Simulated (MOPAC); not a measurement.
MOPAC input (PM6):

```
PM6 FORCE THERMO(298,298) PRECISE LET GEO-OK AUX(PRECISION=9) THREADS=1
BrI

I     0.00000000 1    0.00000000 1   -0.98779072 1
Br    0.00000000 1    0.00000000 1    1.49911472 1
```

From the output:

```
    Br    2   1.577900   1.577903

          HEAT OF FORMATION =       9.632243 KCALS/MOLE

          ZERO POINT ENERGY       0.334 KCAL/MOL

           NORMAL COORDINATE ANALYSIS (Total motion = 1 Angstrom)

   Root No.       1

                 1 Sig

                 233.7

           1   -0.3864
           2   -0.0000
           3    0.0000
           4    0.6136
           5   -0.0000
           6   -0.0000

           MASS-WEIGHTED COORDINATE ANALYSIS (NORMAL COORDINATES)

   Root No.       1

                 1 Sig

                 233.7

           1   -0.6216
           2   -0.0000
           3    0.0000
           4    0.7833
           5   -0.0000
           6   -0.0000

          DESCRIPTION OF VIBRATIONS

 VIBRATION          1    1Sig        ATOM PAIR     ENERGY CONTRIBUTION    RADIAL
 FREQUENCY           233.71         I 1 -- Br2        +100.0% (100.0%)    100.0%
 TRANSITION DIPOLE   0.2553
 TRAVEL (Ang.)       0.0767
 REDUCED MASS       49.0317
 EFFECTIVE MASS     96.7804
 FORCE CONSTANT      1.5779

      SYMMETRY NUMBER FOR POINT-GROUP C*v =  1

          SYSTEM IS A GROUND STATE

 BrI

          MOLECULE IS LINEAR

          THERE ARE  1 GENUINE VIBRATIONS IN THIS SYSTEM
          THIS THERMODYNAMICS CALCULATION IS LIMITED TO
          MOLECULES WHICH HAVE NO INTERNAL ROTATIONS

                    CALCULATED THERMODYNAMIC PROPERTIES
                                          *
   TEMP. (K)   PARTITION FUNCTION   H.O.F.    ENTHALPY  HEAT CAPACITY ENTROPY
                                   KCAL/MOL   CAL/MOLE    CAL/K/MOL  CAL/K/MOL

 298.00  VIB.     0.1478D+01                   319.6209     1.7891     1.8494
         ROT.     0.3726D+04                   592.1869     1.9872    18.3281
         INT.     0.5508D+04                   911.8078     3.7763    20.1774
         TRA.     0.2875D+28                  1480.4672     4.9680    41.8817
         TOT.                        9.632    2392.2749     8.7443    62.0591

   *: NOTE: HEATS OF FORMATION ARE RELATIVE TO THE
            ELEMENTS IN THEIR STANDARD STATE AT 298K
              (=  Standard Enthalpy of Formation).

            Hvib:  Zero-point energy is not included.
                   frequencies of less than zero cm-1 are not included.
            Hrot = (3/2)RT
            Htra = (3/2)RT + pV = (5/2)RT

            Heat capacity is Cp, not Cv

          For more information, see: HTTP://OpenMOPAC.net/Manual/thermochemistry.html

           FORCE CONSTANT IN CARTESIAN COORDINATES (Millidynes/A)

    ATOM   CHEMICAL       X               Y               Z
   NUMBER   SYMBOL  FORCE CONSTANT  FORCE CONSTANT  FORCE CONSTANT

      1       I        1.577900       -0.000146       -0.000146
      2      Br        1.577900       -0.000146       -0.000146

 **********************
 *                    *
 * JOB ENDED NORMALLY *
 *                    *
 **********************

 == MOPAC DONE ==
```
